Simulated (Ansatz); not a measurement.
C₂H₉AsSi, SMILES `[SiH3]CC[AsH2]`, relaxed with RKS PBE0-D4/def2-TZVP in the Gaussian-basis code of Ansatz from a PBE-D4/def2-SVP geometry. The force threshold is 0.005 eV/Å; the program also tests the step.

The species carries charge 0 and has multiplicity 1.

Start:

```xyz
13

Si    0.147   -1.527   -1.340
C     0.200   -0.428    0.214
C    -0.329    0.988   -0.024
As   -0.328    2.230    1.551
H     0.982   -0.920   -2.437
H     0.674   -2.906   -1.040
H    -1.269   -1.650   -1.841
H     1.249   -0.397    0.581
H    -0.384   -0.934    1.013
H    -1.380    0.974   -0.383
H     0.255    1.513   -0.810
H     1.106    1.865    1.992
H    -0.923    1.191    2.525
```

By how much does the energy fall, and how many steps does the optimiser take? (An estimate is asked.)

The calculation gave: 4.37 kJ/mol, in 7 steps, 1 of them rejected.

Which bonds change most? (Best estimate.)

Ansatz gave: C3–As4 from 2.005 to 1.981 Å; Si1–C2 from 1.904 to 1.882 Å; As4–H13 from 1.544 to 1.525 Å; As4–H12 from 1.544 to 1.525 Å.

Give the relaxed structure. (Estimate.)

Computed: 
```xyz
13

Si    0.146   -1.509   -1.325
C     0.199   -0.432    0.217
C    -0.326    0.974   -0.027
As   -0.319    2.200    1.529
H     0.969   -0.897   -2.405
H     0.667   -2.874   -1.043
H    -1.254   -1.626   -1.819
H     1.231   -0.395    0.580
H    -0.380   -0.924    1.005
H    -1.362    0.955   -0.379
H     0.251    1.484   -0.804
H     1.099    1.853    1.969
H    -0.921    1.190    2.501
```
